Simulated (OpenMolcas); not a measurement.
# Pd3+ in K2NaGaF6: curves along the breathing mode

Pd3+ with its 6 nearest fluoride ions, on the Ga site of K2NaGaF6 (a = 8.246 Å, distance in the model lattice 1.938 Å). The rest of the host is ab initio model potentials to 7.6 Å, with orthogonalisation functions on the cations behind the ligands, and point charges beyond; the distance is set by hand and nothing relaxes. Ligand basis ANO-RCC-VDZP.

```json
{"Program": "OpenMolcas 26.06", "Method": "SS-CASPT2, IPEA 0.25 Eh, imaginary shift 0.1 Eh (closed shells correlated: 4s 4p and the ligand valence shells)", "Basis": "ANO-RCC-VDZP [6s5p3d1f]", "Scalar Hamiltonian": "DKH2, point nucleus", "Active space": "7 electrons in 5 orbitals (4d)", "State averaging": "2S+1 = 4 even, 10 roots; 2S+1 = 2 even, 40 roots", "Spin-orbit coupling": "RASSI with atomic mean-field integrals over the reference wave functions"}
```

Spin-free energies (labels of O, the rotations of Oh) in cm-1 above the lowest fitted minimum, as all ligands move together:

```
R (Å)     2E    4T1    4T2  4T1(2)  2E(2)    4A2  2E(3)
 1.89   3230  20810  50160   58380  61370  81100  79690
1.935    320  15770  42710   50890  53740  71260  71980
1.979    290  13910  38940   46940  49770  65570  67790
2.068   7060  18020  40140   48340  50260  63810  67630
2.113  13360  23580  44490   52720  54060  67120  71180
2.157  21140  30600  50870   59020  59710  72760  76720
```

Cubic fits give the following; the wavenumber is harmonic, with the mass of all moving ligands, small differences in it between states hang on the degree of the fit, a number in brackets counts states of one label, and the table is a selection of at most 14 states with clean curves.

| State | R0 (Å) | Breathing mode (cm-1) | Minimum (cm-1) |
| --- | --- | --- | --- |
| 2E | 1.958 | 619 | 0 |
| 4T1 | 1.987 | 637 | 13860 |
| 4T2 | 2.013 | 650 | 38060 |
| 4T1(2) | 2.012 | 655 | 46170 |
| 2E(2) | 2.018 | 633 | 48650 |
| 4A2 | 2.036 | 665 | 63020 |
| 2E(3) | 2.024 | 626 | 66370 |
| 2E(4) | 2.034 | 652 | 75700 |

The minimum of 2E(2) is shifted by +0.0599 Å against 2E (from the unrounded fits). With M = 114.0 u for the moving shell, the Huang-Rhys factor in this mode is S = M ω ΔR² / 2ħ = 0.01483 × 114.0 × 619 × 0.0599² = 3.75. Only the first shell moves, against a rigid host.

Roots that are degenerate in the reference are averaged as groups; the widest CASPT2 spread within a group is 1800 cm-1 (the 3-fold group of multiplicity 2 near 18900 cm-1 above the lowest state of its run, R = 2.113). Shifts and gaps below about the spread of the groups concerned are not significant. Over all roots computed the reference weight is 0.71 to 0.73 in R = 1.89, 0.70 to 0.73 in R = 1.935, 0.70 to 0.73 in R = 1.979, 0.69 to 0.72 in R = 2.068, 0.68 to 0.72 in R = 2.113, 0.66 to 0.72 in R = 2.157; the roots of lowest weight are the least certain, and an intruder state may touch them. An orbital doublet at a regular site is open to a Jahn-Teller distortion, which this geometry leaves out. Ligand-to-metal charge-transfer states are missing. With no ligand orbital active B as a rule stays too high, so bands that hang on it stand too high and its fall with covalency is understated. With one d shell and no ligand orbital active, 10Dq can be off by a tenth or more. The least metal-like active orbital is 75 % on the metal (Löwdin) and no ligand orbital is active, so the numbers are rough (holds for R = 1.89; R = 1.935). These CASPT2 states fit no ligand-field parameters well, so their order and spin gaps are uncertain (holds for R = 1.89; R = 1.935; R = 1.979). This shell can be high or low spin here, a state of another spin lies low, and with metal d orbitals alone active their balance is uncertain, so the ground spin may be wrong, although the usual error favours high spin (holds for R = 1.979; R = 2.068; R = 2.113; R = 2.157). The least metal-like active orbital is 76 % on the metal (Löwdin) and no ligand orbital is active, so the numbers are rough (holds for R = 1.979; R = 2.068; R = 2.113). The least metal-like active orbital is 78 % on the metal (Löwdin) and no ligand orbital is active, so the numbers are rough (holds for R = 2.157). No measured value stands beside these numbers.
